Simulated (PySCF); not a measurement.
Br3Ga, charge +1, doublet, at a GFN2-xTB geometry (such geometries of metal compounds can be far from the true shape) (a state made from the parent by changing its charge; the spin is typed, not shown lowest). Base run: DF-PBE0/cc-pVDZ run with PySCF.

Here is a job for PySCF.
```python
from pyscf import gto, scf, dft

mol = gto.M(
    atom='''
Ga    0.00000000    0.00000000   -0.00000000
Br    2.23134831   -0.34155522   -0.68288190
Br   -0.79598335   -1.01028512    1.97677450
Br   -1.43536497    1.35184034   -1.29389260
''',
    basis='cc-pvdz',
    charge=1,
    spin=1,
    verbose=4,
)

mf = dft.UKS(mol)
mf.xc = 'pbe0'
mf = mf.density_fit(auxbasis='def2-universal-jkfit')
mf.kernel()
```

Variants of this job, named by their change:

| change | basis functions | E (Eh) | HOMO (eV) |
|---|---|---|---|
| base | 108 | -9645.84391 | -13.75 |
| basis = cc-pVDZ-DK; relativity = spin-free X2C; nucleus = Gaussian (with nucmod='G'; without mf = mf.density_fit(auxbasis='def2-universal-jkfit')) | 108 | -9760.86550 | -13.69 |
| basis = x2c-SVPall; relativity = spin-free X2C; nucleus = Gaussian (with nucmod='G'; without mf = mf.density_fit(auxbasis='def2-universal-jkfit')) | 128 | -9759.57268 | -13.70 |
| basis = ANO-RCC-VDZP; relativity = spin-free X2C (without mf = mf.density_fit(auxbasis='def2-universal-jkfit')) | 108 | -9761.35825 | -13.70 |
| basis = x2c-SVPall; relativity = none (without mf = mf.density_fit(auxbasis='def2-universal-jkfit')) | 128 | -9594.65841 | -13.92 |
| basis = cc-pVDZ-DK; relativity = spin-free X2C (without mf = mf.density_fit(auxbasis='def2-universal-jkfit')) | 108 | -9760.92989 | -13.69 |
| basis = cc-pVDZ-DK; relativity = none (without mf = mf.density_fit(auxbasis='def2-universal-jkfit')) | 108 | -9576.97248 | -13.81 |
| basis = ANO-RCC-VDZP; relativity = spin-free X2C; nucleus = Gaussian (with nucmod='G'; without mf = mf.density_fit(auxbasis='def2-universal-jkfit')) | 108 | -9761.28302 | -13.70 |
| basis = ANO-RCC-VDZP; relativity = none (without mf = mf.density_fit(auxbasis='def2-universal-jkfit')) | 108 | -9569.34104 | -13.89 |
| basis = x2c-SVPall; relativity = spin-free X2C (without mf = mf.density_fit(auxbasis='def2-universal-jkfit')) | 128 | -9759.62956 | -13.70 |

Absolute energies of different levels of theory aren't comparable as measures of quality.

Open shells are given as the SCF converged; they aren't shown to be the lowest states, and a large step between rows can be another state.

Basis sets contracted for a relativistic Hamiltonian are a mismatch without it, so the rows without relativity aren't non-relativistic limits. No row has spin-orbit coupling; sets with core potentials leave out the core electrons.
